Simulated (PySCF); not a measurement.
**Bi2N2 at several levels of theory**

Computed with PySCF 2.14.0 (density fitting, no spin-orbit coupling) at the geometry relaxed with PBE0:

```xyz
4
Bi2N2 (singlet; a saddle point, relaxed within its symmetry)
Bi   -0.0456    0.0000    1.5415
Bi    0.0456    0.0000   -1.5415
N     1.4858    0.0000    0.1842
N    -1.4858    0.0000   -0.1842
```

```
level                                 basis    state  HOMO (eV)  gap (eV)  charge on Bi1 (e)  dipole about the centre of mass (D)  largest force component (eV/Å)
 PBE0    Bi def2-SVP with ECP60, N def2-SVP  singlet      -5.69      2.30               0.68                                 0.00                            0.01
M06-L                              the same  singlet      -4.50      0.65               0.75                                 0.00                            0.73
  PBE                              the same  singlet      -4.49      0.48               0.61                                 0.00                            1.02
B3LYP                              the same  singlet      -5.48      1.92               0.65                                 0.00                            0.73
 PBE0  Bi def2-TZVP with ECP60, N def2-TZVP  singlet      -5.86      2.38               0.72                                 0.00                            1.18
 PBE0           Bi x2c-SVPall, N x2c-SVPall  singlet      -5.71      2.32               0.72                                 0.00                            0.57
```

Charges are Mulliken's, which hang on the basis. The relaxation used the grid (50, 194), these runs (75, 302) or, all-electron (x2c bases, spin-free X2C Hamiltonian), (99, 590).

Q: What does HF with Bi def2-SVP with ECP60, N def2-SVP give here?

A: state singlet, HOMO (eV) -7.69, gap (eV) 7.04, charge on Bi1 (e) 0.89, dipole about the centre of mass (D) 0.00, largest force component (eV/Å) 1.68. Time: 2.1 s on 2 threads of Arm Neoverse V1, with other jobs on the host, from an already converged density.

In the first row's basis the gap widens with exact exchange: 0.5 to 0.7 eV for PBE, M06-L (none); 1.9 to 2.3 eV for B3LYP, PBE0 (a fixed share); 7.0 eV for Hartree–Fock (rising or full at long range).

Small gap, closed shell not tested for a spin-broken solution: M06-L, PBE, B3LYP.
